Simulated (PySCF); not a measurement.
These 3 structures share the formula C7H8O. Level of theory: PBE0-D3(BJ)/def2-SVP geometry optimisation, gas phase in PySCF. One conformer each; no zero-point energy, no entropy. No frequencies were run at this level. Point groups hold within 0.08 Å.

Question: Order them by energy at this level, lowest first, and give relative energies in kcal/mol.
A. `[CH3:1][c:2]1[cH:3][cH:4][c:5]([OH:6])[cH:7][cH:8]1` with C4–C5–O6–H 0°
B. `[CH:1]#[C:2]/[C:3](=[CH:4]/[CH:5]=[CH2:6])[O:7][CH3:8]` with C3–C4–C5–C6 180°, C2–C3–O7–C8 0°
C. `[cH:1]1[cH:2][c:3]([CH:4]2[CH2:5][CH2:6]2)[cH:7][o:8]1` with C2–C3–C4–C5 36°

Answer: A (0.0), C (36.4), B (89.9).

As drawn, the lowest has an aromatic ring and an O–H bond, which the highest lacks; the highest has a C≡C bond and a C=C bond outside aromatic rings, which the lowest lacks.

| SMILES | E (Eh) | E rel (kcal/mol) | dipole (D) | point group | A, B, C (MHz) |
| --- | --- | --- | --- | --- | --- |
| Cc1ccc(O)cc1 | -346.14802 | 0.0 | 1.34 | – | 5512, 1460, 1163 |
| c1cc(C2CC2)co1 | -346.09004 | 36.4 | 0.87 | Cs | 6017, 1367, 1221 |
| C#C/C(=C/C=C)OC | -346.00476 | 89.9 | 1.85 | Cs | 3631, 1244, 932.3 |
